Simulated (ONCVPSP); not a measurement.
praseodymium (Pr): ONCV pseudisation with PBE, fully relativistic reference atom.

Input for ONCVPSP 4.0.1:

```
# ATOM AND REFERENCE CONFIGURATION
# atsym  z   nc   nv     iexc    psfile
  Pr 59.00    9    4        4      upf
#
#   n    l    f
    1    0    2.00
    2    0    2.00
    2    1    6.00
    3    0    2.00
    3    1    6.00
    3    2   10.00
    4    0    2.00
    4    1    6.00
    4    2   10.00
    4    3    3.00
    5    0    2.00
    5    1    6.00
    6    0    1.00
#
# PSEUDOPOTENTIAL AND OPTIMIZATION
# lmax
    3
#
#   l,   rc,      ep,       ncon, nbas, qcut
    0    2.05    0.00    4    9    6.10
    1    2.25    0.00    3    6    7.30
    2    1.85    0.36    5    9    5.00
    3    1.70    0.00    4    9   11.70
#
# LOCAL POTENTIAL
# lloc, lpopt,  rc(5),   dvloc0
    4    5    1.25   -1.00
#
# VANDERBILT-KLEINMAN-BYLANDER PROJECTORs
# l, nproj, debl
    0    2    1.10
    1    2    0.70
    2    1    2.40
    3    2    1.00
#
# MODEL CORE CHARGE
# icmod, fcfact, rcfact
    1    0.15    0.00
#
# LOG DERIVATIVE ANALYSIS
# epsh1, epsh2, depsh
   -3.00    5.00    0.02
#
# OUTPUT GRID
# rlmax, drl
    6.00    0.01
#
# TEST CONFIGURATIONS
# ncnf
    4
# nvcnf
#   n    l    f
    4
    4    3    3.00
    5    0    2.00
    5    1    6.00
    6    0    2.00
#
    4
    4    3    3.00
    5    0    2.00
    5    1    6.00
    6    0    0.00
#
    4
    4    3    2.00
    5    0    2.00
    5    1    6.00
    6    0    0.00
#
    5
    4    3    3.00
    5    0    2.00
    5    1    6.00
    6    0    0.00
    5    2    1.00
#
```

Command:

```bash
oncvpspr.x < Pr.dat > Pr.out
```

The program printed (shortened: citation, most of the input echo, consistency checks and plot data are left out):

```
ONCVPSP  (Optimized Norm-Conservinng Vanderbilt PSeudopotential)
relativistic version 4.0.1

#   n    l    f        energy (Ha)
    1    0    2.00    -1.5355938D+03
    2    0    2.00    -2.4710813D+02
    2    1    6.00    -2.1581825D+02    -2.3354070D+02
    3    0    2.00    -5.3476937D+01
    3    1    6.00    -4.4198772D+01    -4.7710112D+01
    3    2   10.00    -3.3386601D+01    -3.4143354D+01
    4    0    2.00    -1.0799366D+01
    4    1    6.00    -7.8864408D+00    -8.6418787D+00
    4    2   10.00    -4.2137354D+00    -4.3462420D+00
    4    3    3.00    -2.5270211D-01    -2.6530984D-01
    5    0    2.00    -1.6473633D+00
    5    1    6.00    -9.7257068D-01    -1.0750524D+00
    6    0    1.00    -2.9689265D-01

Reference configufation results
  iterations    30
  all-electron total energy (Ha)   -9.24240103D+03

Begin loop to  construct optimized pseudo wave functions
and semi-local pseudopoentials for all angular momenta

Calculating optimized projector #   1

 for l=   0

    Fraction of norm inside rc  0.865797
    Optimizing pswf for qcut=   6.10 a_B^-1,  ecut=  18.62 Ha
    Residual kinetic energy error=  1.36D-06 Ha

    Energy error per electron        Cutoff
         Ha          eV             Ha
         0.01000     0.27211        9.92
         0.00100     0.02721       12.80
         0.00010     0.00272       15.24
         0.00001     0.00027       16.93

Calculating optimized projector #   2

 for l=   0

    Fraction of norm inside rc  0.053581
    Optimizing pswf for qcut=   6.10 a_B^-1,  ecut=  18.62 Ha
    Residual kinetic energy error=  6.82D-07 Ha

    Energy error per electron        Cutoff
         Ha          eV             Ha
         0.01000     0.27211        7.81
         0.00100     0.02721       11.46
         0.00010     0.00272       14.22
         0.00001     0.00027       16.37

WARNING wellstate: negative energy specified for n= 6 l=  1
WARNING scattering state with energy  0.25000000
WARNING will be used for the first projector

   Wellstate for l =  1  n =  7 kap= -2
     eigenvalue =   0.2500
     asymptotic potential =   0.7500
     half-point radius =  7.8081

Calculating optimized projector #   1

 for l=   1

    Fraction of norm inside rc  0.793148
    Optimizing pswf for qcut=   7.31 a_B^-1,  ecut=  26.70 Ha
    Residual kinetic energy error=  4.47D-08 Ha

    Energy error per electron        Cutoff
         Ha          eV             Ha
         0.01000     0.27211        9.22
         0.00100     0.02721       13.64
         0.00010     0.00272       16.84
         0.00001     0.00027       19.35

Calculating optimized projector #   2

 for l=   1

    Fraction of norm inside rc  0.055488
    Optimizing pswf for qcut=   7.31 a_B^-1,  ecut=  26.70 Ha
    Residual kinetic energy error=  8.26D-09 Ha

    Energy error per electron        Cutoff
         Ha          eV             Ha
         0.01000     0.27211        4.00
         0.00100     0.02721       12.10
         0.00010     0.00272       16.04
         0.00001     0.00027       19.12

   Wellstate for l =  1  n =  7 kap=  1
     eigenvalue =  -0.3751

Calculating optimized projector #   1

 for l=   1

    Fraction of norm inside rc  0.834462
    Optimizing pswf for qcut=   7.31 a_B^-1,  ecut=  26.70 Ha
    Residual kinetic energy error=  4.91D-08 Ha

    Energy error per electron        Cutoff
         Ha          eV             Ha
         0.01000     0.27211        8.64
         0.00100     0.02721       13.55
         0.00010     0.00272       16.85
         0.00001     0.00027       19.39

Calculating optimized projector #   2

 for l=   1

    Fraction of norm inside rc  0.054482
    Optimizing pswf for qcut=   7.31 a_B^-1,  ecut=  26.70 Ha
    Residual kinetic energy error=  7.84D-09 Ha

    Energy error per electron        Cutoff
         Ha          eV             Ha
         0.01000     0.27211        3.97
         0.00100     0.02721       11.91
         0.00010     0.00272       16.09
         0.00001     0.00027       19.25

WARNING wellstate: moderately localized bound state found for n= 5 l=  2
WARNING scattering state with energy  0.05000000
WARNING will be used for the first projector

   Wellstate for l =  2  n =  6 kap= -3
     eigenvalue =   0.0500
     asymptotic potential =   0.5500
     half-point radius =  9.0105

Calculating optimized projector #   1

 for l=   2

    Fraction of norm inside rc  0.079214
    Optimizing pswf for qcut=   5.00 a_B^-1,  ecut=  12.49 Ha
    Residual kinetic energy error=  3.29D-05 Ha

    Energy error per electron        Cutoff
         Ha          eV             Ha
         0.01000     0.27211        3.94
         0.00100     0.02721        5.76
         0.00010     0.00272        7.52
         0.00001     0.00027       68.47

   Wellstate for l =  2  n =  5 kap=  2
     eigenvalue =   0.3600

Calculating optimized projector #   1

 for l=   2

    Fraction of norm inside rc  0.211798
    Optimizing pswf for qcut=   5.00 a_B^-1,  ecut=  12.49 Ha
    Residual kinetic energy error=  1.26D-04 Ha

    Energy error per electron        Cutoff
         Ha          eV             Ha
         0.01000     0.27211        4.62
         0.00100     0.02721        6.64
         0.00010     0.00272       25.51
         0.00001     0.00027       80.55

   Wellstate for l =  3  n =  5 kap= -4
     eigenvalue =   0.7473
     asymptotic potential =   1.2473
     half-point radius =  3.3208

Calculating optimized projector #   1

 for l=   3

    Fraction of norm inside rc  0.819381
    Optimizing pswf for qcut=  11.70 a_B^-1,  ecut=  68.44 Ha
    Residual kinetic energy error=  4.98D-06 Ha

    Energy error per electron        Cutoff
         Ha          eV             Ha
         0.01000     0.27211       43.13
         0.00100     0.02721       50.05
         0.00010     0.00272       55.92
         0.00001     0.00027       61.60

Calculating optimized projector #   2

 for l=   3

    Fraction of norm inside rc  0.127212
    Optimizing pswf for qcut=  11.70 a_B^-1,  ecut=  68.44 Ha
    Residual kinetic energy error=  1.77D-07 Ha

    Energy error per electron        Cutoff
         Ha          eV             Ha
         0.01000     0.27211       42.09
         0.00100     0.02721       50.16
         0.00010     0.00272       56.66
         0.00001     0.00027       61.48

   Wellstate for l =  3  n =  5 kap=  3
     eigenvalue =   0.7347

Calculating optimized projector #   1

 for l=   3

    Fraction of norm inside rc  0.827508
    Optimizing pswf for qcut=  11.70 a_B^-1,  ecut=  68.44 Ha
    Residual kinetic energy error=  3.92D-06 Ha

    Energy error per electron        Cutoff
         Ha          eV             Ha
         0.01000     0.27211       43.93
         0.00100     0.02721       50.93
         0.00010     0.00272       56.88
         0.00001     0.00027       62.85

Calculating optimized projector #   2

 for l=   3

    Fraction of norm inside rc  0.125764
    Optimizing pswf for qcut=  11.70 a_B^-1,  ecut=  68.44 Ha
    Residual kinetic energy error=  2.35D-07 Ha

    Energy error per electron        Cutoff
         Ha          eV             Ha
         0.01000     0.27211       42.44
         0.00100     0.02721       50.53
         0.00010     0.00272       57.01
         0.00001     0.00027       61.80

Construct Vanderbilt / Kleinmman-Bylander projectors

B matrix Hermiticity error, ll=  0  kap= -1
   1   2    1.0311D-04

  Orthonormal projector coefficients  1.0821E+01  9.5694E-01

B matrix Hermiticity error, ll=  1  kap= -2
   1   2   -7.4836D-05

  Orthonormal projector coefficients  8.8133E+00  8.5161E-01

B matrix Hermiticity error, ll=  1  kap=  1
   1   2   -8.3525D-05

  Orthonormal projector coefficients  8.8432E+00  9.0877E-01

B matrix Hermiticity error, ll=  3  kap= -4
   1   2    1.6910D-04

  Orthonormal projector coefficients -8.7736E+00 -3.0432E+00

B matrix Hermiticity error, ll=  3  kap=  3
   1   2    1.7144D-04

  Orthonormal projector coefficients -8.8103E+00 -2.9063E+00

 Orthonormal scalar projector coefficients, l =  1
  8.8154E+00  8.7612E-01  2.2912E-03  6.8891E-05

 Orthonormal spin-orbit projector coefficients, l =  1
 -3.9441E-01  3.2052E-01  1.7995E-02 -2.1435E-03

 Orthonormal scalar projector coefficients, l =  2
  3.3301E+00  6.2221E-04

 Orthonormal spin-orbit projector coefficients, l =  2
  9.8675E-02 -1.3999E-02

 Orthonormal scalar projector coefficients, l =  3
 -8.7890E+00 -2.9845E+00 -3.2973E-04 -1.4346E-05

 Orthonormal spin-orbit projector coefficients, l =  3
 -5.6134E-02  2.2742E-02  6.4331E-03 -1.6787E-03

Model core correction analysis
  based on d2Exc/dn_idn_j

d2excae - all-electron derivatives

   -1.497471D-02   -1.104083D-02   -8.181748D-03   -8.119545D-04
   -1.098211D-02   -1.987031D-02   -1.638807D-02   -1.000415D-03
   -8.166796D-03   -1.655369D-02   -1.517527D-02   -5.544451D-04
   -9.136351D-04   -1.237428D-03   -9.019771D-04   -1.089296D-04

d2excps - pseudofunction derivatives with no core correction

   -5.106584D-02   -2.400041D-02   -1.606275D-02   -2.281921D-03
   -2.392779D-02   -2.781354D-02   -2.279182D-02   -1.528665D-03
   -1.604555D-02   -2.300585D-02   -2.082463D-02   -8.974639D-04
   -2.413534D-03   -1.834646D-03   -1.346040D-03   -1.773021D-04

rms 2nd derivative error    1.102642E-02

Polynomial model core charge

d2excps - pseudofunction derivatives with core correction

   -2.676479D-02   -1.666956D-02   -1.208533D-02   -1.352933D-03
   -1.659551D-02   -2.429042D-02   -2.084303D-02   -1.111220D-03
   -1.206638D-02   -2.105175D-02   -1.979042D-02   -6.617901D-04
   -1.481096D-03   -1.409919D-03   -1.099776D-03   -1.277676D-04

rms 2nd derivative error    4.431897E-03

Pseudoatom total energy  -46.872612

Diagnostic tests using Vanderbilt-Kleinman-Bylander pseudopotentials
  relativistic with J = L +/- 1/2 projectors

   l  kap   rcore       rmatch      e in        delta e    norm test   slope test

   0  -1   2.0593588   2.1218854  -1.6473633  -0.0000002   1.0001111   1.0001149
   0  -1   2.0593588   2.1218854  -0.2968926   0.0000023   1.0000363   1.0000312

   1  -2   2.2526916   2.3210882  -0.9725707  -0.0000038   1.0000699   1.0000790
   1   1   2.2526916   2.3210882  -1.0750524  -0.0000017   1.0000788   1.0000791
   1  -2   2.2526916   2.3210882   0.2500000   0.0000073   1.0002183   1.0002183
   1   1   2.2526916   2.3210882   0.2354684   0.0000115   1.0002147   1.0002147

   2  -3   1.8602288   1.9167093   0.0500000   0.0000086   1.0000025   1.0000025
   2   2   1.8602288   1.9167093  -0.2667304   0.0000115   1.0000035   1.0000035

   3  -4   1.7005783   1.7522116  -0.2527021  -0.0000024   1.0001667   1.0001856
   3   3   1.7005783   1.7522116  -0.2653098   0.0000067   1.0001891   1.0001349
   3  -4   1.7005783   1.7522116   0.7472979   0.0000139   1.0003039   1.0003039
   3   3   1.7005783   1.7522116   0.7438915   0.0000187   1.0002988   1.0002988

Diagnostic tests using Vanderbilt-Kleinman-Bylander pseudopotentials
  relativistic with scalar and spin-orbit non-local projectors

   l  kap   rcore       rmatch      e in        delta e    norm test   slope test

   0  -1   2.0593588   2.1218854  -1.6473633  -0.0000002   1.0001111   1.0001149
   0  -1   2.0593588   2.1218854  -0.2968926   0.0000023   1.0000363   1.0000312

   1  -2   2.2526916   2.3210882  -0.9725707  -0.0002881   1.0001363   0.9997784
   1   1   2.2526916   2.3210882  -1.0750524  -0.0002859   1.0001369   0.9998393
   1  -2   2.2526916   2.3210882   0.2500000  -0.0001594   1.0000965   1.0000965
   1   1   2.2526916   2.3210882   0.2354684  -0.0000842   1.0001114   1.0001114

   2  -3   1.8602288   1.9167093   0.0500000  -0.0000196   0.9999978   0.9999978
   2   2   1.8602288   1.9167093  -0.2667304  -0.0000173   0.9999995   0.9999995

   3  -4   1.7005783   1.7522116  -0.2527021   0.0000298   1.0001584   1.0002385
   3   3   1.7005783   1.7522116  -0.2653098   0.0000391   1.0001807   1.0001848
   3  -4   1.7005783   1.7522116   0.7472979   0.0000319   1.0003181   1.0003181
   3   3   1.7005783   1.7522116   0.7438915   0.0000358   1.0003128   1.0003128

Ghost test for J = L + 1/2

 Testing for bound ghosts
   n   l    E NL Schr. Eq   E Basis Diag.   E Cutoff

       0                       -3.872945     82.49  WARNING - GHOST(-)
   1   0       -1.647364       -1.647361     82.49
   2   0       -0.296890       -0.250660     82.49

   2   1       -0.972574       -0.972539     30.63

   3   2       -0.267712       -0.245109     99.00

   4   3       -0.252705       -0.250776    170.73

 Testing for highly-localized positive-energy ghosts
       l    <radius>/rc     E Basis Diag.   E Cutoff

       1        0.420614        3.295179     30.63  WARNING - GHOST(+)

Ghost test for J = L - 1/2

 Testing for bound ghosts
   n   l    E NL Schr. Eq   E Basis Diag.   E Cutoff

       0                       -3.872945     82.49  WARNING - GHOST(-)
   1   0       -1.647364       -1.647361     82.49
   2   0       -0.296890       -0.250660     82.49

   2   1       -1.075054       -1.075030     30.63

   3   2       -0.274139       -0.253216     99.00

   4   3       -0.265303       -0.263597    170.73

 Testing for highly-localized positive-energy ghosts
       l    <radius>/rc     E Basis Diag.   E Cutoff

       1        0.992162        3.660189     30.63  WARNING - GHOST(+)

Test configuration 0

   n   l kap    f        eae           eps        diff
   1   0  -1  2.0000-1535.59375598
   2   0  -1  2.0000 -247.10813277
   2   1  -2  4.0000 -215.81825145
   2   1   1  2.0000 -233.54070062
   3   0  -1  2.0000  -53.47693700
   3   1  -2  4.0000  -44.19877189
   3   1   1  2.0000  -47.71011218
   3   2  -3  6.0000  -33.38660093
   3   2   2  4.0000  -34.14335393
   4   0  -1  2.0000  -10.79936575
   4   1  -2  4.0000   -7.88644076
   4   1   1  2.0000   -8.64187869
   4   2  -3  6.0000   -4.21373539
   4   2   2  4.0000   -4.34624196
   4   3  -4  1.7143   -0.25270211   -0.25270452   -2.41E-06
   4   3   3  1.2857   -0.26530984   -0.26530309    6.75E-06
   5   0  -1  2.0000   -1.64736335   -1.64736358   -2.31E-07
   5   1  -2  4.0000   -0.97257068   -0.97257445   -3.77E-06
   5   1   1  2.0000   -1.07505238   -1.07505405   -1.67E-06
   6   0  -1  1.0000   -0.29689265   -0.29689032    2.33E-06

    Total energies and differences
      AE_ref= -9.24240103E+03  AE_tst= -9.24240103E+03  dif=  0.00E+00
      PS_ref= -4.68726119E+01  PS_tst= -4.68726119E+01  dif=  7.11E-14
      PSP excitation error= -7.11E-14

Test configuration 1

   n   l kap    f        eae           eps        diff
   1   0  -1  2.0000-1535.38020239
   2   0  -1  2.0000 -246.89571997
   2   1  -2  4.0000 -215.60570462
   2   1   1  2.0000 -233.32806888
   3   0  -1  2.0000  -53.26604067
   3   1  -2  4.0000  -43.98785975
   3   1   1  2.0000  -47.49914301
   3   2  -3  6.0000  -33.17554196
   3   2   2  4.0000  -33.93227101
   4   0  -1  2.0000  -10.58797188
   4   1  -2  4.0000   -7.67478824
   4   1   1  2.0000   -8.43037281
   4   2  -3  6.0000   -4.00174384
   4   2   2  4.0000   -4.13430106
   4   3  -4  1.7143   -0.04057029   -0.04034638    2.24E-04
   4   3   3  1.2857   -0.05305402   -0.05281782    2.36E-04
   5   0  -1  2.0000   -1.43226151   -1.43245070   -1.89E-04
   5   1  -2  4.0000   -0.75797757   -0.75811513   -1.38E-04
   5   1   1  2.0000   -0.86019592   -0.86036864   -1.73E-04
   6   0  -1  2.0000   -0.12722324   -0.12725714   -3.39E-05

    Total energies and differences
      AE_ref= -9.24240103E+03  AE_tst= -9.24261205E+03  dif= -2.11E-01
      PS_ref= -4.68726119E+01  PS_tst= -4.70829129E+01  dif= -2.10E-01
      PSP excitation error= -7.17E-04

Test configuration 2

   n   l kap    f        eae           eps        diff
   1   0  -1  2.0000-1535.84754288
   2   0  -1  2.0000 -247.36016321
   2   1  -2  4.0000 -216.07043164
   2   1   1  2.0000 -233.79299439
   3   0  -1  2.0000  -53.72702508
   3   1  -2  4.0000  -44.44887396
   3   1   1  2.0000  -47.96029160
   3   2  -3  6.0000  -33.63688994
   3   2   2  4.0000  -34.39367401
   4   0  -1  2.0000  -11.04983014
   4   1  -2  4.0000   -8.13716207
   4   1   1  2.0000   -8.89245313
   4   2  -3  6.0000   -4.46476595
   4   2   2  4.0000   -4.59722466
   4   3  -4  1.7143   -0.50270548   -0.50314249   -4.37E-04
   4   3   3  1.2857   -0.51546685   -0.51590249   -4.36E-04
   5   0  -1  2.0000   -1.90017497   -1.90008396    9.10E-05
   5   1  -2  4.0000   -1.22283904   -1.22275577    8.33E-05
   5   1   1  2.0000   -1.32626133   -1.32615650    1.05E-04
   6   0  -1  0.0000   -0.48444769   -0.48444769    0.00E+00

    Total energies and differences
      AE_ref= -9.24240103E+03  AE_tst= -9.24201057E+03  dif=  3.90E-01
      PS_ref= -4.68726119E+01  PS_tst= -4.64821881E+01  dif=  3.90E-01
      PSP excitation error=  3.99E-05

Test configuration 3

   n   l kap    f        eae           eps        diff
   1   0  -1  2.0000-1536.47425208
   2   0  -1  2.0000 -248.01129894
   2   1  -2  4.0000 -216.71850164
   2   1   1  2.0000 -234.43916924
   3   0  -1  2.0000  -54.41147977
   3   1  -2  4.0000  -45.13288049
   3   1   1  2.0000  -48.64323295
   3   2  -3  6.0000  -34.31789966
   3   2   2  4.0000  -35.07419152
   4   0  -1  2.0000  -11.71270853
   4   1  -2  4.0000   -8.79173133
   4   1   1  2.0000   -9.55172089
   4   2  -3  6.0000   -5.10742895
   4   2   2  4.0000   -5.24161919
   4   3  -4  1.1429   -1.08761527   -1.07603309    1.16E-02
   4   3   3  0.8571   -1.10233621   -1.09085764    1.15E-02
   5   0  -1  2.0000   -2.40756139   -2.40955710   -2.00E-03
   5   1  -2  4.0000   -1.69204005   -1.69181562    2.24E-04
   5   1   1  2.0000   -1.80703267   -1.80834468   -1.31E-03
   6   0  -1  0.0000   -0.77182092   -0.77182092    0.00E+00

    Total energies and differences
      AE_ref= -9.24240103E+03  AE_tst= -9.24121961E+03  dif=  1.18E+00
      PS_ref= -4.68726119E+01  PS_tst= -4.56956047E+01  dif=  1.18E+00
      PSP excitation error=  4.42E-03

Test configuration 4

   n   l kap    f        eae           eps        diff
   1   0  -1  2.0000-1535.53286060
   2   0  -1  2.0000 -247.04460990
   2   1  -2  4.0000 -215.75473025
   2   1   1  2.0000 -233.47724205
   3   0  -1  2.0000  -53.41565709
   3   1  -2  4.0000  -44.13748111
   3   1   1  2.0000  -47.64875165
   3   2  -3  6.0000  -33.32488532
   3   2   2  4.0000  -34.08159881
   4   0  -1  2.0000  -10.73745891
   4   1  -2  4.0000   -7.82406747
   4   1   1  2.0000   -8.57975460
   4   2  -3  6.0000   -4.15049762
   4   2   2  4.0000   -4.28310993
   4   3  -4  1.7143   -0.18983367   -0.19086759   -1.03E-03
   4   3   3  1.2857   -0.20228673   -0.20337848   -1.09E-03
   5   0  -1  2.0000   -1.58069512   -1.58120477   -5.10E-04
   5   1  -2  4.0000   -0.91062560   -0.91052846    9.71E-05
   5   1   1  2.0000   -1.01155216   -1.01170302   -1.51E-04
   6   0  -1  0.0000   -0.26704081   -0.48444769   -2.17E-01
   5   2  -3  0.6000   -0.22374930   -0.22428534   -5.36E-04
   5   2   2  0.4000   -0.23024005   -0.22989527    3.45E-04

    Total energies and differences
      AE_ref= -9.24240103E+03  AE_tst= -9.24236710E+03  dif=  3.39E-02
      PS_ref= -4.68726119E+01  PS_tst= -4.68388985E+01  dif=  3.37E-02
      PSP excitation error=  2.19E-04
```

Note: ghosts flagged at negative energy: s at -105.4 eV; GHOST(+) flagged for p3/2 at 89.7 eV, p1/2 at 99.6 eV. A true bound ghost makes a file unfit for plane-wave use.

The run took about 6.5 s on one core of a shared server CPU.
